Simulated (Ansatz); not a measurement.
NbTe2, 3 atoms. Hardware: 2 threads of Arm Neoverse V1 on a shared host.

In the def2 sets Nb, Te take a core potential; there is no spin–orbit coupling. Correlated methods freeze 8 core orbitals; core or outer-core shells of Nb, Te are correlated, in sets that lack core-valence functions.

How many basis functions does each of these Ansatz runs have, and roughly what does it cost? PBE with 10 % exact exchange/def2-TZVP, charge 0 doublet, energy, from earlier orbitals; PBE-D4/def2-SVP, charge 0 doublet, energy, from earlier orbitals; CCSD(T)/def2-SVP, charge 0 doublet, energy, from earlier orbitals; LDA (SPW92)/def2-TZVP, charge 0 doublet, energy, from earlier orbitals; RPA@PBE/def2-TZVP, charge 0 quartet, energy, from earlier orbitals; BLYP-D4/def2-TZVP, charge 0 quartet, energy, from earlier orbitals; PBE0-D4/def2-TZVP, charge 0 doublet, energy and forces, from earlier orbitals; LDA (SPW92)/def2-TZVP, charge 0 quartet, energy, from earlier orbitals; PBE with 35 % exact exchange/def2-TZVP, charge 0 doublet, energy, from earlier orbitals; PBE with 15 % exact exchange/def2-TZVP, charge 0 doublet, energy, from earlier orbitals; PBE0-D4/def2-TZVP, charge 0 doublet, relaxation, 5 steps; PBE with 15 % exact exchange/def2-TZVP, charge 0 quartet, energy, from earlier orbitals.

Other jobs shared the machine, so times can vary by a factor of up to 3. A dash marks memory too small to be measured apart from the calling script's.

| run | functions | fitting or Cholesky vectors | wall time | peak host memory (GiB) |
| --- | --- | --- | --- | --- |
| LDA (SPW92)/def2-TZVP, charge 0 quartet, energy, from earlier orbitals | 140 | 1090 | 2.9 s | – |
| LDA (SPW92)/def2-TZVP, charge 0 doublet, energy, from earlier orbitals | 140 | 1090 | 3.5 s | – |
| PBE-D4/def2-SVP, charge 0 doublet, energy, from earlier orbitals | 83 | 917 | 3.7 s | – |
| BLYP-D4/def2-TZVP, charge 0 quartet, energy, from earlier orbitals | 140 | 1090 | 7 s | – |
| PBE with 15 % exact exchange/def2-TZVP, charge 0 quartet, energy, from earlier orbitals | 140 | 1164 | 8 s | – |
| RPA@PBE/def2-TZVP, charge 0 quartet, energy, from earlier orbitals | 140 | 1317 | 11 s | – |
| PBE with 10 % exact exchange/def2-TZVP, charge 0 doublet, energy, from earlier orbitals | 140 | 1096 | 18 s | 0.67 |
| PBE with 15 % exact exchange/def2-TZVP, charge 0 doublet, energy, from earlier orbitals | 140 | 1164 | 19 s | 0.69 |
| PBE0-D4/def2-TZVP, charge 0 doublet, energy and forces, from earlier orbitals | 140 | 1247 | 22 s | 0.7 |
| PBE with 35 % exact exchange/def2-TZVP, charge 0 doublet, energy, from earlier orbitals | 140 | 1334 | 23 s | 0.71 |
| CCSD(T)/def2-SVP, charge 0 doublet, energy, from earlier orbitals | 83 | 993 | 29 s | 0.61 |
| PBE0-D4/def2-TZVP, charge 0 doublet, relaxation, 5 steps | 140 | 1247 | 39 s | – |
